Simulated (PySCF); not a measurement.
Basis-set dependence of population analyses: B2FH3S

B2FH3S.
Bonds: B1–S2, S2–B3, B3–F4. Hydrogens: H5, H6 on B1; H7 on B3.

PBE0 throughout (PySCF), one geometry, spherical d and f functions. Geometry: PBE0-D3(BJ)/def2-SVP, one conformer, isolated molecule. Atoms taken as equivalent share a column and are averaged.

Mulliken charges (e):

```csv
basis,functions,B1,S2,B3,F4,H5/H6,H7
STO-3G,27,+0.001,+0.064,+0.141,-0.082,-0.040,-0.042
6-31G,46,-0.076,+0.021,+0.309,-0.280,+0.018,-0.010
pcSseg-0,46,-0.044,-0.346,+0.468,-0.289,+0.088,+0.035
6-31G*,66,-0.079,-0.061,+0.314,-0.230,+0.032,-0.009
cc-pVDZ,75,-0.021,-0.043,+0.171,-0.062,+0.002,-0.049
def2-SVP,75,-0.002,-0.094,+0.204,-0.077,+0.007,-0.044
aug-cc-pVDZ,123,-1.076,-0.235,+0.102,-0.431,+0.577,+0.486
"6-311+G(2d,p)",134,+0.023,-0.143,+0.343,-0.291,+0.021,+0.027
def2-TZVP,148,-0.038,-0.096,+0.251,-0.198,+0.034,+0.012
cc-pVTZ,166,-0.088,-0.016,+0.195,-0.153,+0.036,-0.010
IGLO-III,179,+0.085,-0.028,+0.446,-0.332,-0.049,-0.073
```

IAO charges (e):

| basis | functions | B1 | S2 | B3 | F4 | H5/H6 | H7 |
| --- | --- | --- | --- | --- | --- | --- | --- |
| STO-3G | 27 | -0.114 | +0.121 | +0.117 | -0.122 | +0.002 | -0.008 |
| 6-31G | 46 | -0.136 | +0.076 | +0.243 | -0.267 | +0.035 | +0.013 |
| pcSseg-0 | 46 | -0.132 | +0.059 | +0.243 | -0.248 | +0.034 | +0.010 |
| 6-31G* | 66 | -0.120 | +0.068 | +0.286 | -0.279 | +0.025 | -0.004 |
| cc-pVDZ | 75 | -0.133 | +0.077 | +0.277 | -0.278 | +0.029 | 0.000 |
| def2-SVP | 75 | -0.125 | +0.079 | +0.278 | -0.275 | +0.024 | -0.005 |
| aug-cc-pVDZ | 123 | -0.131 | +0.076 | +0.283 | -0.289 | +0.029 | +0.002 |
| 6-311+G(2d,p) | 134 | -0.133 | +0.083 | +0.284 | -0.292 | +0.029 | +0.001 |
| def2-TZVP | 148 | -0.134 | +0.081 | +0.289 | -0.293 | +0.029 | -0.001 |
| cc-pVTZ | 166 | -0.132 | +0.076 | +0.290 | -0.291 | +0.029 | -0.001 |
| IGLO-III | 179 | -0.137 | +0.086 | +0.285 | -0.293 | +0.029 | 0.000 |

Some averages cover members that differ in this geometry, most widely: H5/H6, Mulliken in aug-cc-pVDZ +0.515 to +0.638 e.

Problem. Which scheme is steadiest as the basis changes?

Solution. Largest range over the bases for any column: IAO 0.17 e, Mulliken 1.16 e. IAO charges move least and Mulliken charges most, counted in e. Without the minimal STO-3G basis the ranges are IAO 0.05, Mulliken 1.16 e.

Problem. How much do the charges still move between the two largest bases, cc-pVTZ and IGLO-III?

Solution. At most, over all atoms: Mulliken 0.251 e, IAO 0.010 e.

Problem. What do the same runs give for the total energy, the frontier levels and the dipole moment?

Solution. 
```json
{"basis": "STO-3G", "energy (Eh)": "-542.8807", "HOMO (eV)": "-5.82", "LUMO (eV)": "1.59", "μ (D)": "0.91"}
{"basis": "6-31G", "energy (Eh)": "-549.2209", "HOMO (eV)": "-8.80", "LUMO (eV)": "-1.86", "μ (D)": "1.38"}
{"basis": "pcSseg-0", "energy (Eh)": "-548.4981", "HOMO (eV)": "-8.96", "LUMO (eV)": "-2.13", "μ (D)": "1.55"}
{"basis": "6-31G*", "energy (Eh)": "-549.2836", "HOMO (eV)": "-8.73", "LUMO (eV)": "-1.66", "μ (D)": "0.83"}
{"basis": "cc-pVDZ", "energy (Eh)": "-549.3152", "HOMO (eV)": "-8.76", "LUMO (eV)": "-1.83", "μ (D)": "0.75"}
{"basis": "def2-SVP", "energy (Eh)": "-549.0691", "HOMO (eV)": "-8.81", "LUMO (eV)": "-1.87", "μ (D)": "0.76"}
{"basis": "aug-cc-pVDZ", "energy (Eh)": "-549.3253", "HOMO (eV)": "-8.87", "LUMO (eV)": "-1.97", "μ (D)": "0.85"}
{"basis": "6-311+G(2d,p)", "energy (Eh)": "-549.3666", "HOMO (eV)": "-8.90", "LUMO (eV)": "-1.98", "μ (D)": "0.84"}
{"basis": "def2-TZVP", "energy (Eh)": "-549.3821", "HOMO (eV)": "-8.86", "LUMO (eV)": "-1.96", "μ (D)": "0.80"}
{"basis": "cc-pVTZ", "energy (Eh)": "-549.3806", "HOMO (eV)": "-8.85", "LUMO (eV)": "-1.93", "μ (D)": "0.78"}
{"basis": "IGLO-III", "energy (Eh)": "-549.3839", "HOMO (eV)": "-8.88", "LUMO (eV)": "-1.97", "μ (D)": "0.79"}
```

The dipole is fixed by the density alone, so its range of 0.80 D shows that the density itself changes with the basis, not only its division among atoms.
